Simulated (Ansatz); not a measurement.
Reaction (cleavage of the Si–B bond): `B[SiH](Cl)O[SiH3]` + NH₃ → `N[SiH](Cl)O[SiH3]` + BH₃

Calculated with Ansatz (gas phase, PBE0-D4/def2-TZVP geometries, no zero-point term in ΔE). CCSD(T)/CBS adds triple-zeta CCSD(T) − MP2 to the extrapolated MP2 energy (def2 sets, frozen cores). This one scheme is used for every species. Functionals use def2-TZVPP. Each species was taken in one conformer, which may not be the lowest.

Question: Is it downhill or uphill in electronic energy at CCSD(T)/CBS, and by how much? (An estimate is asked.)

Answer: Ansatz gave: Downhill: ΔE = -89.6 kJ/mol.

Question: What do these levels give: r2SCANh-D4, PBE, revPBE, BLYP, r2SCAN, r2SCAN0? (Best estimate.)

Answer: The calculation gave: r2SCANh-D4 -88.5, PBE -70.7, revPBE -67.9, BLYP -79.1, r2SCAN -86.5, r2SCAN0 -90.6 kJ/mol.

Question: What do rigid-rotor, harmonic-oscillator terms from PBE0-D4/def2-TZVP frequencies (298.15 K, 1 bar) make of the CCSD(T)/CBS value? (An estimate is asked.)

Answer: The calculation gave: ΔZPE = -5.2 kJ/mol, ΔH = -95.7 kJ/mol, ΔS = -17 J/(mol·K), ΔG = -90.6 kJ/mol. Modes under 50 cm⁻¹ make the entropy rough.

Largest T1 diagnostic among the species: 0.011.

From r2SCAN to r2SCAN0 (25 % exact exchange), in def2-TZVPP and without D4, ΔE moves by −4.1 kJ/mol. In def2-TZVPP, CCSD(T) changes the Hartree–Fock value by +14.3 kJ/mol (the triples alone add +1.5 kJ/mol) and MP2 by +6.2 kJ/mol.
